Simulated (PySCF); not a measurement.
Constitutional and geometric isomers with formula CH5BSi. Gas-phase values, no solvent. One relaxed conformer stands for each flexible species; it need not be the lowest. Strings in code marks are SMILES.

All values below come from r2SCAN-D4/def2-TZVP in PySCF. Delta-SCF ions had no search for a lower state. Excitations are Tamm–Dancoff values on a coarser integration grid. The basis has no diffuse functions, so Rydberg states are missing or too high.

```csv
species,S1 oscillator strength,vertical ionisation energy (Delta-SCF) (eV),S1 excitation (TDA) (eV),HOMO–LUMO gap (eV)
`B1C[SiH2]1`,…,9.02,…,3.95
`[H]/B=C\[SiH3]`,…,9.15,4.21,4.31
`[H]/B=[SiH]/C`,0.000,7.45,1.39,1.46
`B[SiH]=C`,0.345,8.82,4.21,…
`C=B[SiH3]`,…,8.84,3.15,…
`[SiH2]=BC`,0.000,7.61,2.10,2.12
```

Problem. Some entries are withheld; supply them.

Solution. 
- `B1C[SiH2]1`, S1 oscillator strength: 0.037
- `B1C[SiH2]1`, S1 excitation (TDA) (eV): 4.40
- `[H]/B=C\[SiH3]`, S1 oscillator strength: 0.005
- `B[SiH]=C`, HOMO–LUMO gap (eV): 2.53
- `C=B[SiH3]`, S1 oscillator strength: 0.000
- `C=B[SiH3]`, HOMO–LUMO gap (eV): 3.25
